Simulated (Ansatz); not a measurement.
Input for Ansatz (development build ahead of 0.2.0):

```yaml
crystal:
  periodic: [false, false, false]
  atoms:
    - { symbol: Cu, position_ang: [0.0, 0.0, -0.04527] }
    - { symbol: H, position_ang: [0.0, 0.0, 1.31276] }
basis:
  gaussian: { orbitals: def2-TZVP }
hamiltonian:
  xc: hf
```

The input is written out in the form of the current development build from the run's settings.

Results

```
Converged                       : yes
Total energy                    : -1639.46223 hartree
Spin squared of the determinant : 0.000
```
